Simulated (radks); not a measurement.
The erbium ion Er2+ inside a hard spherical wall (all orbitals vanish at R), configuration held at [Xe] 4f12 and not refilled when levels cross. Calculated with a radial shooting solver on a logarithmic mesh with Libxc functionals: scalar-relativistic Kohn-Sham, LDA (Slater exchange, Perdew-Wang correlation), spin-polarised, spherical densities, finite nucleus; open shells are filled with parallel spins first (spin-orbit coupling, left out, can overturn this in heavy ions); Fermi nuclear charge, rms radius 5.2516 fm. Eigenvalues in eV for spin up, with the zero of energy where the potential of the charges vanishes at infinity; a dash marks a level that is unbound or too diffuse for the functional's potential to be trusted. A positive occupied level is held by the wall or, in an anion where self-interaction has pushed it up, behind a barrier. The pressure on the wall is -dE/dV.

R (bohr)  E (hartree)  kinetic (hartree)    e(4d)    e(5s)    e(5p)    e(4f)  e(6s, empty)  e(5d, empty)  pressure (GPa)
free      -13076.1181          14170.296  -180.35  -66.965  -41.303  -18.433       -14.926       -13.759               0
15        -13076.1181          14170.296  -180.35  -66.965  -41.303  -18.433       -14.926       -13.759        < 0.0001
12        -13076.1181          14170.296  -180.35  -66.965  -41.303  -18.433       -14.926       -13.759        < 0.0001
10        -13076.1181          14170.296  -180.35  -66.965  -41.303  -18.433       -14.925       -13.759        < 0.0001
4         -13076.0837          14170.595  -179.33  -66.218  -40.584  -17.465        -7.882       -11.399            12.5
3         -13075.6714          14173.386  -174.11  -62.311  -36.260  -12.499        14.684        -2.969             306
1.5       -13044.1292          14298.711  -84.875   48.769   96.355   79.479        414.34        169.43          110000
